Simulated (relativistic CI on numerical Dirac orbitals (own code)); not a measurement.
The 3d ions of charge 2+

Method of calculation: Dirac-Coulomb-Breit CI, KLI orbitals optimised for each configuration, model QED (radiative potential, 1s self-energy scaled to tabulated hydrogen-like ionisation energies), unscaled Slater integrals (own radial code, finite nucleus).

Each species is treated in one configuration, given outside its closed core, with all valence electrons in the open shell. Radial values are for the open shell of highest l, unscaled and averaged over j; ζ includes the Breit term. Labels give the leading LS character, summed over repeated terms.

| Ion | Configuration | Its lowest level | LS weight (%) | Next level | E (cm⁻¹) | F² (cm⁻¹) | F⁴ (cm⁻¹) | g_J | g√(J(J+1)) |
| --- | --- | --- | --- | --- | --- | --- | --- | --- | --- |
| Sc2+ | 3d | ²D3/2 | 100 | ²D5/2 | 162.53 |  |  | 0.799 | 1.55 |
| Ti2+ | 3d² | ³F2 | 100 | ³F3 | 162.1 | 66320 | 41240 | 0.666 | 1.63 |
| V2+ | 3d³ | ⁴F3/2 | 100 | ⁴F5/2 | 131.6 | 71920 | 44700 | 0.399 | 0.77 |
| Cr2+ | 3d⁴ | ⁵D0 | 100 | ⁵D1 | 57.747 | 77380 | 48080 |  | 0.00 |
| Mn2+ | 3d⁵ | ⁶S5/2 | 100 | ⁴G11/2 | 31369 | 82710 | 51370 | 2.002 | 5.92 |
| Fe2+ | 3d⁶ | ⁵D4 | 100 | ⁵D3 | 418.73 | 87940 | 54600 | 1.500 | 6.71 |
| Co2+ | 3d⁷ | ⁴F9/2 | 100 | ⁴F7/2 | 809.27 | 93090 | 57780 | 1.333 | 6.63 |
| Ni2+ | 3d⁸ | ³F4 | 100 | ³F3 | 1312.6 | 98160 | 60910 | 1.250 | 5.59 |
| Cu2+ | 3d⁹ | ²D5/2 | 100 | ²D3/2 | 2013.5 |  |  | 1.200 | 3.55 |

With one configuration, terms of near-neutral atoms and ions can be 10 to 25 % off, and close levels can change places.
